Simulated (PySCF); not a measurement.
Cl₂Zr, SMILES [Cl][Zr][Cl], multiplicity 1.

Coordinates come from a PBE0-D3(BJ)/def2-TZVP optimisation. The multiplicity is an assumed one; other spin states were not compared. The def2 effective core potentials stand for the cores of Zr; spin–orbit coupling is left out.

Two levels are set side by side: TDDFT-PBE/def2-SVPD (PySCF) and TDDFT-PBE0/def2-SVPD (PySCF). Vertical, same geometry. The lowest singlet is HOMO→LUMO 124 % with PBE and HOMO→LUMO+1 194 % with the other functional; states are paired by order. Differences are taken from unrounded values.

| quantity | TDDFT-PBE0 |
|---|---|
| lowest singlet excitation (eV) | 0.19 |
| lowest triplet excitation (TDA) (eV) | 0.52 |
| first bright state (f over 0.05) (eV) | 3.38 |
| its oscillator strength | 0.22 |

What does TDDFT-PBE give, and how far is it from TDDFT-PBE0? (The exact figures need the calculation; the answer reports its results.)


```tsv
quantity	TDDFT-PBE	TDDFT-PBE minus TDDFT-PBE0
lowest singlet excitation (eV)	0.45	0.26
lowest triplet excitation (TDA) (eV)	0.64	0.12
first bright state (f over 0.05) (eV)	3.34	-0.04
its oscillator strength	0.22	0.00
```

Rough cost on one machine, each run with all the roots and properties that it gave: TDDFT-PBE0 against TDDFT-PBE about 5 times.
